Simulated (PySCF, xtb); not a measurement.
Se(Me)(SMe) (C2H6SSe), SMILES C[Se]SC.

GFN2-xTB (xtb) at its own geometry gives an orbital gap of 3.64 eV and a dipole moment of 2.73 D.

Geometry: ωB97X-D3(BJ)/def2-SVP. Other conformers were not sampled.

Q: What does PySCF with PBE/def2-TZVP give? (An estimate is asked for; the answer gives what the named calculation found.)

A: gap 3.76 eV (levels -5.37 and -1.62 eV), dipole 1.91 D.
